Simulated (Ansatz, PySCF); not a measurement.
Gas-phase reaction (SMILES): C[Si](C)(P)P -> C[Si](C)([PH])P + H atom; the H-P bond at the site shown breaks (other sites are not compared here).

Geometries: B3LYP-D3(BJ)/def2-TZVP minima from Ansatz (an electronic-structure program), one conformer each, not searched for the lowest. Valence correlation only, unless marked. UHF or UKS for open shells. No spin-orbit coupling. No relativistic terms. Basis-set limits of correlation are two-point, X^-3; Hartree-Fock from the larger set. Thermal terms are rigid-rotor harmonic-oscillator values from B3LYP-D3(BJ) frequencies (PySCF) at 298.15 K and 1 atm. 1 Eh = 627.5095 kcal/mol. Atoms have translation alone. Electronic entropy comes from spin alone.

```
species          E, CCSD(T)/CBS(cc-pV(T+d)Z,cc-pV(Q+d)Z) (Ansatz) (Eh)  E, wB97M-V/def2-TZVPD (Ansatz) (Eh)  H - E (Eh)  G - E (Eh)
---------------  -----------------------------------------------------  -----------------------------------  ----------  ----------
C[Si](C)(P)P                                               -1053.09578                          -1054.39517     0.12089     0.07478
C[Si](C)([PH])P                                            -1052.45827                          -1053.76361     0.11130     0.06491
H atom                                                        -0.49995                             -0.49411     0.00236    -0.01065
```

**Question.** Work out ΔE and ΔH, ΔG, ΔS and the equilibrium constant at 298.15 K at the first level, then ΔH at the second.

**Answer.** 
1. ΔE = [(-1052.45827) + (-0.49995)] - [(-1053.09578)] = 0.13756 Eh = 86.3 kcal/mol at CCSD(T)/CBS(cc-pV(T+d)Z,cc-pV(Q+d)Z).
2. The terms H - E add up to -0.00723 Eh, so ΔH = (0.13756 + (-0.00723))×627.5095 = 81.8 kcal/mol.
3. The terms G - E add up to -0.02052 Eh, so ΔG = 73.4 kcal/mol, and ΔS = (-0.00723 - (-0.02052))×627509.5/298.15 = 28.0 cal/(mol K).
4. log10 K = -ΔG/(RT ln 10) = -53.8, with RT ln 10 = 1.3642 kcal/mol.
5. With ΔH and ΔS taken as constant, ΔG changes sign near ΔH/ΔS = 2920 K, a rough figure that leaves out heat capacities.
6. At wB97M-V/def2-TZVPD the same steps give ΔE = 86.3 and ΔH = 81.7 kcal/mol, a shift of -0.1 from the first level.
7. These values are not checked against measurement here, since the tables used lack a sound gas-phase enthalpy of formation for at least one species.
